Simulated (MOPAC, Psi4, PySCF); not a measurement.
Conformational energy of SMILES FC(F)(C(C(F)(F)C(F)(F)F)(F)F)F. Scanned: dihedral F6–C5–C8–F9; all other coordinates were relaxed at GFN2-xTB. Heavy atoms are numbered in the order of the SMILES FC(F)(F)C(F)(F)C(F)(F)C(F)(F)F, hydrogens after them in the order of the atoms that carry them; the mirror image has the same energies with the sign of each dihedral reversed.

- RMP2/3-21G = PySCF 2.14.0 with restricted MP2 (frozen core)/3-21G // GFN2-xTB
- RKS-B3LYP/6-31G* = PySCF with restricted B3LYP/6-31G*, spherical d, density fitting // GFN2-xTB
- PM6, restricted, heats of formation // GFN2-xTB (MOPAC)
- PBE-D3(BJ)/def2-SVP // GFN2-xTB (Psi4)

Energies relative to the lowest point of each profile, in mEh; the last columns give the difference from PBE-D3(BJ):

```
φ / °  RMP2/3-21G  RKS-B3LYP/6-31G*  PM6  PBE-D3(BJ)/def2-SVP  RMP2/3-21G − PBE-D3(BJ)/def2-SVP  RKS-B3LYP/6-31G* − PBE-D3(BJ)/def2-SVP  PM6 − PBE-D3(BJ)/def2-SVP
-----  ----------  ----------------  ---  -------------------  --------------------------------  --------------------------------------  -------------------------
-165          0.8               0.0  0.5                  0.0                               0.8                                     0.0                        0.5
-150          0.0               0.9  1.3                  1.0                              -0.9                                    -0.1                        0.3
-135          1.2               2.4  2.2                  2.7                              -1.6                                    -0.3                       -0.5
-120          2.1               3.2  2.8                  3.7                              -1.7                                    -0.5                       -0.9
-105          1.8               2.4  2.7                  3.0                              -1.2                                    -0.5                       -0.2
-90           1.9               2.1  2.4                  2.7                              -0.8                                    -0.6                       -0.3
-75           4.7               5.3  2.9                  6.0                              -1.2                                    -0.6                       -3.1
-60           4.1               1.5  1.8                  1.9                               2.2                                    -0.4                       -0.1
-45           4.5               1.7  2.6                  2.0                               2.6                                    -0.3                        0.6
-30           7.8               4.3  4.0                  4.7                               3.1                                    -0.4                       -0.7
-15          12.2               7.9  5.6                  8.6                               3.6                                    -0.7                       -3.0
0            15.3              10.5  6.3                 11.4                               3.9                                    -0.9                       -5.1
15           12.2               7.9  5.6                  8.6                               3.6                                    -0.7                       -3.0
30            7.8               4.3  4.0                  4.7                               3.1                                    -0.4                       -0.7
45            4.5               1.7  2.6                  2.0                               2.6                                    -0.3                        0.6
60            4.1               1.5  1.8                  1.9                               2.2                                    -0.4                       -0.1
75            4.7               5.3  2.9                  6.0                              -1.2                                    -0.6                       -3.1
90            2.0               2.1  2.4                  2.7                              -0.7                                    -0.6                       -0.3
105           1.8               2.4  2.7                  3.0                              -1.2                                    -0.5                       -0.2
120           2.0               3.2  2.8                  3.7                              -1.7                                    -0.5                       -0.9
135           1.2               2.5  2.2                  2.7                              -1.6                                    -0.2                       -0.5
150           0.0               0.9  1.3                  1.0                              -1.0                                    -0.1                        0.3
165           0.8               0.0  0.5                  0.0                               0.8                                     0.0                        0.5
180           3.5               0.2  0.0                  0.6                               2.9                                    -0.4                       -0.6
```

RMP2/3-21G is furthest from PBE-D3(BJ)/def2-SVP at 0 (3.9 mEh, above); its mean absolute difference over the points is 1.9 mEh.

RKS-B3LYP/6-31G* is furthest from PBE-D3(BJ)/def2-SVP at 0 (-0.9 mEh, below); its mean absolute difference over the points is 0.4 mEh.

PM6 is furthest from PBE-D3(BJ)/def2-SVP at 0 (-5.1 mEh, below); its mean absolute difference over the points is 1.1 mEh.
